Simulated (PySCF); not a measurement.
Ligand exchange on a metal centre used in film growth or etching (Ti F-NH2). Gas-phase values, no solvent. One relaxed conformer stands for each flexible species; it need not be the lowest.

The LUMO from two functionals at the same geometries (r2SCAN-D4/def2-SVP), both in PySCF: PBE-D3(BJ)/def2-TZVP and B3LYP-D3(BJ)/def2-TZVP. B3LYP has the VWN-RPA correlation part, as in Gaussian. 

| species | PBE-D3(BJ)/def2-TZVP (eV) |
|---|---|
| 0 of 4 F replaced by NH2 ([Ti(F)4]) | -3.98 |
| 2 of 4 F replaced by NH2 ([Ti(F)2(NH2)2]) | -2.59 |
| 3 of 4 F replaced by NH2 | -1.96 |
| 4 of 4 F replaced by NH2 ([Ti(NH2)4]) | -1.66 |

**Question.** What does B3LYP-D3(BJ)/def2-TZVP give for each?

**Answer.** 
- 0 of 4 F replaced by NH2 ([Ti(F)4]): -3.42
- 2 of 4 F replaced by NH2 ([Ti(F)2(NH2)2]): -1.91
- 3 of 4 F replaced by NH2: -1.27
- 4 of 4 F replaced by NH2 ([Ti(NH2)4]): -0.92
Over these rows, drawn at random from the members with no instability flagged (it was tested for open shells, ions and some series alone), PBE minus B3LYP-D3(BJ): mean -0.67 eV, from -0.74 eV to -0.56 eV.
